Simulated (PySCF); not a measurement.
C2H10O2Si2, SMILES OC[SiH]([SiH3])CO. Atoms are numbered in the order given.

```xyz
16

O      1.0368     2.4982    -0.0820
C     -0.1677     1.9014    -0.5629
Si     0.0043    -0.0025    -0.5542
Si     1.0032    -0.4887     1.5132
C     -1.6222    -0.9867    -0.7499
O     -1.3876    -2.3880    -0.6905
H      1.7471     2.2617    -0.6937
H     -0.4673     2.3046    -1.5525
H     -0.9630     2.2001     0.1415
H      0.9453    -0.4021    -1.6517
H      0.3074     0.2706     2.5979
H      2.4584    -0.1545     1.5338
H      0.8713    -1.9501     1.8316
H     -2.0586    -0.7839    -1.7432
H     -2.3817    -0.6513    -0.0114
H     -1.0175    -2.5892     0.1797
```

Geometry: r2SCAN-D4/def2-SVP. This is a generated structure with no PubChem entry under its InChIKey; it may be hypothetical. The values are those of a single conformer.

Computed with r2SCAN-D4/def2-SVP (PySCF).

Frequencies are harmonic and unscaled.

| mode | ν (cm⁻¹) | IR (km/mol) | moving atoms (share of kinetic energy) |
|---|---|---|---|
| 1 | 59 | 3.7 | O 55 %, Si 21 %, H 19 % |
| 2 | 84 | 0.8 | O 39 %, Si 34 %, H 21 % |
| 3 | 85 | 6.8 | O 49 %, Si 29 %, H 17 % |
| 4 | 124 | 3.3 | H 49 %, C 35 %, O 9 % |
| 5 | 147 | 0.9 | H 86 % |
| 6 | 167 | 8.5 | H 44 %, Si 34 %, C 19 % |
| 7 | 284 | 0.1 | O 63 %, C 27 %, H 9 % |
| 8 | 290 | 41.5 | O 33 %, H 28 %, C 21 %, Si 18 % |
| 9 | 336 | 151.5 | H 88 % |
| 10 | 342 | 105.1 | H 88 %, O 8 % |
| 11 | 412 | 1.3 | Si 72 %, H 21 % |
| 12 | 473 | 25.6 | H 82 %, Si 18 % |
| 13 | 496 | 10.8 | H 85 %, Si 11 % |
| 14 | 647 | 9.0 | H 80 %, C 15 % |
| 15 | 672 | 4.2 | H 66 %, C 21 %, Si 12 % |
| 16 | 688 | 12.3 | C 37 %, Si 35 %, H 25 % |
| 17 | 711 | 52.5 | C 35 %, Si 34 %, H 30 % |
| 18 | 830 | 245.3 | H 75 %, C 16 %, Si 8 % |
| 19 | 851 | 51.3 | H 79 %, C 16 % |
| 20 | 883 | 24.9 | H 82 %, Si 11 % |
| 21 | 932 | 38.2 | H 97 % |
| 22 | 942 | 33.1 | H 98 % |
| 23 | 1038 | 89.4 | O 47 %, C 47 % |
| 24 | 1054 | 63.1 | O 46 %, C 46 % |
| 25 | 1147 | 34.8 | H 95 % |
| 26 | 1154 | 45.4 | H 95 % |
| 27 | 1268 | 4.1 | H 78 %, C 20 % |
| 28 | 1276 | 1.9 | H 79 %, C 19 % |
| 29 | 1372 | 39.4 | H 83 %, C 10 % |
| 30 | 1378 | 35.7 | H 82 %, C 10 % |
| 31 | 1447 | 6.7 | H 94 % |
| 32 | 1452 | 2.6 | H 94 % |
| 33 | 2181 | 104.1 | H 97 % |
| 34 | 2187 | 84.5 | H 97 % |
| 35 | 2213 | 70.2 | H 97 % |
| 36 | 2229 | 89.7 | H 96 % |
| 37 | 2965 | 39.2 | H 94 % |
| 38 | 2982 | 45.7 | H 94 % |
| 39 | 3079 | 8.7 | H 91 %, C 9 % |
| 40 | 3083 | 10.7 | H 91 %, C 9 % |
| 41 | 3807 | 30.8 | H 94 % |
| 42 | 3812 | 36.3 | H 94 % |
